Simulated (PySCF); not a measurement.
Geometry:
```json
{"atom": "Si1", "x (Å)": "0.214", "y (Å)": "-0.212", "z (Å)": "-0.046"}
{"atom": "N2", "x (Å)": "0.645", "y (Å)": "-0.494", "z (Å)": "1.611"}
{"atom": "C3", "x (Å)": "0.256", "y (Å)": "-1.670", "z (Å)": "2.343"}
{"atom": "C4", "x (Å)": "1.240", "y (Å)": "0.532", "z (Å)": "2.425"}
{"atom": "N5", "x (Å)": "-1.379", "y (Å)": "0.463", "z (Å)": "-0.198"}
{"atom": "C6", "x (Å)": "-1.848", "y (Å)": "1.116", "z (Å)": "-1.394"}
{"atom": "C7", "x (Å)": "-2.363", "y (Å)": "0.380", "z (Å)": "0.850"}
{"atom": "N8", "x (Å)": "1.288", "y (Å)": "0.896", "z (Å)": "-0.834"}
{"atom": "C9", "x (Å)": "2.460", "y (Å)": "0.462", "z (Å)": "-1.545"}
{"atom": "C10", "x (Å)": "1.179", "y (Å)": "2.323", "z (Å)": "-0.691"}
{"atom": "N11", "x (Å)": "0.229", "y (Å)": "-1.764", "z (Å)": "-0.830"}
{"atom": "Si12", "x (Å)": "-1.129", "y (Å)": "-2.406", "z (Å)": "-1.707"}
{"atom": "H13", "x (Å)": "-0.496", "y (Å)": "-1.453", "z (Å)": "3.130"}
{"atom": "H14", "x (Å)": "-0.175", "y (Å)": "-2.418", "z (Å)": "1.663"}
{"atom": "H15", "x (Å)": "1.124", "y (Å)": "-2.135", "z (Å)": "2.851"}
{"atom": "H16", "x (Å)": "0.536", "y (Å)": "0.943", "z (Å)": "3.178"}
{"atom": "H17", "x (Å)": "1.590", "y (Å)": "1.367", "z (Å)": "1.802"}
{"atom": "H18", "x (Å)": "2.117", "y (Å)": "0.146", "z (Å)": "2.979"}
{"atom": "H19", "x (Å)": "-2.160", "y (Å)": "2.161", "z (Å)": "-1.193"}
{"atom": "H20", "x (Å)": "-2.718", "y (Å)": "0.595", "z (Å)": "-1.839"}
{"atom": "H21", "x (Å)": "-1.051", "y (Å)": "1.144", "z (Å)": "-2.151"}
{"atom": "H22", "x (Å)": "-2.748", "y (Å)": "1.382", "z (Å)": "1.123"}
{"atom": "H23", "x (Å)": "-1.923", "y (Å)": "-0.063", "z (Å)": "1.754"}
{"atom": "H24", "x (Å)": "-3.235", "y (Å)": "-0.238", "z (Å)": "0.559"}
{"atom": "H25", "x (Å)": "2.520", "y (Å)": "0.935", "z (Å)": "-2.544"}
{"atom": "H26", "x (Å)": "3.401", "y (Å)": "0.706", "z (Å)": "-1.012"}
{"atom": "H27", "x (Å)": "2.431", "y (Å)": "-0.626", "z (Å)": "-1.704"}
{"atom": "H28", "x (Å)": "1.125", "y (Å)": "2.829", "z (Å)": "-1.676"}
{"atom": "H29", "x (Å)": "2.042", "y (Å)": "2.762", "z (Å)": "-0.150"}
{"atom": "H30", "x (Å)": "0.267", "y (Å)": "2.584", "z (Å)": "-0.134"}
{"atom": "H31", "x (Å)": "1.023", "y (Å)": "-2.382", "z (Å)": "-0.698"}
{"atom": "H32", "x (Å)": "-0.761", "y (Å)": "-3.787", "z (Å)": "-2.150"}
{"atom": "H33", "x (Å)": "-1.470", "y (Å)": "-1.602", "z (Å)": "-2.922"}
{"atom": "H34", "x (Å)": "-2.371", "y (Å)": "-2.497", "z (Å)": "-0.875"}
```

How the numbers were obtained: PBE0-D3(BJ)/def2-SVP structure, shielding tensors at KT2/pcSseg-1 (GIAO), in PySCF 2.14 (fast rotation and ring inversion assumed for equivalent nuclei, non-relativistic Hamiltonian, one conformer, no solvent).

Chemical shifts δ = σref − σ; 13C (σref 183.22), 1H (σref 31.18), 29Si (σref 361.05) vs TMS; NH3 for 15N (σref 264.30), all at this level.

```
                                                                  atoms  nucleus  count  δ (ppm)
                                                                   Si12     29Si      1    -56.9
H13/H14/H15/H16/H17/H18/H19/H20/H21/H22/H23/H24/H25/H26/H27/H28/H29/H30       1H     18     2.62
                                                                    N11      15N      1        ?
                                                                    H31       1H      1     0.04
                                                     C3/C4/C6/C7/C9/C10      13C      6     39.8
                                                            H32/H33/H34       1H      3        ?
                                                               N2/N5/N8      15N      3     39.5
                                                                    Si1     29Si      1    -34.7
```

Fill in the missing shifts.

Answers


- H32/H33/H34: 4.65 ppm, hydrogen on a silicon bonded to N
- N11: 21.2 ppm, nitrogen bonded to 2 Si, H

OH and NH positions are those of a molecule without intermolecular hydrogen bonds; in solution they move with solvent, concentration and temperature, and exchange usually removes their couplings. Shifts are as computed. Against solution values, carbons near 30 ppm lie about +2 ppm off and those near 130 ppm about -5 ppm. Of 1313 compounds with measured shifts, 239 miss one by over three times the rms of a fit or turn the order of signals round; such compounds aren't used in these exercises. Experimental scales use liquid or dissolved standards, which lie at an offset from isolated NH3 (liquid NH3: subtract about 20 ppm).
